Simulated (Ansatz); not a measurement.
```xyz
11

C    -0.6351   -1.6991    0.4823
Ge   -0.5660    0.2499    0.6073
Si    0.7763    1.0831   -1.3213
B     1.0353    1.5260    0.5556
F     1.2713    2.5980    1.2840
H     0.2935   -2.0763    0.0569
H    -0.7688   -2.1182    1.4811
H    -1.4725   -2.0036   -0.1454
H    -1.8874    0.8180    1.1680
H     0.6611    1.9038   -2.5598
H     1.2925   -0.2817   -1.6087
```

Total charge 0; spin multiplicity 1.

(1) List the r2SCAN/def2-TZVPP orbital energies in eV (the Gaussian-basis code of Ansatz). (Estimate.)

## Answers

(1) Computed: Occupied: -10834.07, -1790.89, -1349.19, -1199.26, -1199.22, -1199.21, -666.82, -273.28, -182.17, -167.34, -141.38, -117.10, -117.00, -116.96, -96.28, -96.22, -96.20, -32.16, -30.34, -30.32, -30.29, -30.24, -30.23, -18.46, -15.32, -13.69, -12.67, -11.59, -11.40, -10.73, -10.58, -9.99, -9.06, -8.24, -6.04, -5.77. Lowest empty: -2.49, -1.09, -0.03, 0.08, 0.74, 1.29, 2.03, 2.18.
